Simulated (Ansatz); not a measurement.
Molecule: sum formula ZrH₃I, charge 0, multiplicity 1. 
Geometry from a B3LYP-D3(BJ)/def2-TZVP (Ansatz, a program for electronic structure) optimisation:
```
Zr
H 1 1.8422
H 1 1.8422 2 109.59
H 1 1.8422 2 109.59 3 120.29
I 1 2.7037 2 109.35 3 -119.85
```
Charge 0, spin multiplicity 1.

Basis-set convergence of Hartree-Fock and CCSD(T) correlation energies (hartree) with Ansatz. Cores are frozen in the correlated levels unless marked. No spin-orbit coupling. The frozen core is the preceding noble-gas configuration, with the filled d and f shells of earlier blocks. In def2 rows, elements after Kr have scalar-relativistic effective core potentials.

| basis | functions | E(HF) | E(corr, CCSD(T)) |
|---|---|---|---|
| def2-SVPD | 93 | -344.93403 | -0.25145 |
| def2-TZVPPD | 166 | … | … |

### Question
Complete the blanks.

### Answer

- def2-TZVPPD, E(HF): -344.95962
- def2-TZVPPD, E(corr, CCSD(T)): -0.31146
